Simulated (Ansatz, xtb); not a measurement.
# CH2AlFSn: where a starting geometry ends

The starting geometry of this gas-phase singlet was built from a drawn formula by distance geometry and a force field; its bonds are those of `F/[CH]=[SnH]\[Al]`.

```xyz
6

C    -0.4421    1.9586    0.4959
Al   -2.9851    0.1371    2.9372
F    -0.7876    1.0118   -0.3806
Sn   -1.1938    1.9951    2.2133
H     0.2842    2.7651    0.2140
H    -0.7336    3.2515    3.3574
```

Task: Where would you expect an optimisation with r2SCAN-D4/def2-SVP to take it?

Result: It rearranges, giving a structure with F3 bridging Al2 and C1, given below by its coordinates. Distances that change by over a tenth: C1–F3 (1.34 → 1.57 Å), C1–Sn4 (1.88 → 2.15 Å). Contacts that open: Al2–Sn4 (2.68 → 3.81 Å). Contacts that close: C1–Al2 (3.97 → 2.08 Å), Al2–F3 (4.07 → 1.96 Å).

The energy falls by 1.39 eV over 33 steps:

```tsv
step	E − E(last) (eV)
1	1.394
5	0.782
8	0.774
12	0.761
15	0.744
19	0.527
22	0.219
26	0.050
29	0.001
33	0.000
```

Final geometry (Å):

```xyz
6

C    -0.9903    1.7915    1.1940
Al   -2.6419    0.6751    0.6139
F    -0.7009    0.4174    0.4960
Sn   -0.1179    2.0032    3.1431
H    -0.7802    2.5229    0.3935
H    -0.6266    3.7091    2.9968
```

From the same start GFN2-xTB ends elsewhere, differing in C1–F3 (3.55 against 1.57 Å here).

The end wasn't checked by frequencies. Atoms past krypton carry core potentials, without spin–orbit terms. Run with Ansatz 0.2.0, 35 s on 2 threads of Intel(R) Xeon(R) 6975P-C (Granite Rapids) (shared host).
